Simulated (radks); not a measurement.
Se8+, configuration [Ar] 3d8. Method: non-relativistic Kohn-Sham, LDA (Slater exchange, Perdew-Wang correlation), spin-polarised, spherical densities, point nucleus; open shells are filled with parallel spins first; computed with a radial shooting solver on a logarithmic mesh with Libxc functionals.

Normalised radial functions P(r) = r R(r), r in bohr:

| r | 3d up |
|---|---|
| 0.00463 | 0.0001 |
| 0.005839 | 0.0001 |
| 0.007364 | 0.0002 |
| 0.009287 | 0.0005 |
| 0.01162 | 0.0009 |
| 0.01465 | 0.0018 |
| 0.01848 | 0.0034 |
| 0.02312 | 0.0063 |
| 0.02916 | 0.0118 |
| 0.03677 | 0.0219 |
| 0.046 | 0.0389 |
| 0.05801 | 0.0691 |
| 0.07316 | 0.1190 |
| 0.09226 | 0.1981 |
| 0.1154 | 0.3116 |
| 0.1456 | 0.4747 |
| 0.1836 | 0.6825 |
| 0.2297 | 0.9087 |
| 0.2896 | 1.1316 |
| 0.3653 | 1.2876 |
| 0.457 | 1.3237 |
| 0.5763 | 1.2179 |
| 0.7268 | 0.9866 |
| 0.9166 | 0.6885 |
| 1.147 | 0.4087 |
| 1.446 | 0.1894 |
| 1.824 | 0.0652 |

3d up: eigenvalue -208.62 eV, 0 radial nodes, <r> = 0.569 bohr, 90 % of the charge inside 0.918 bohr.
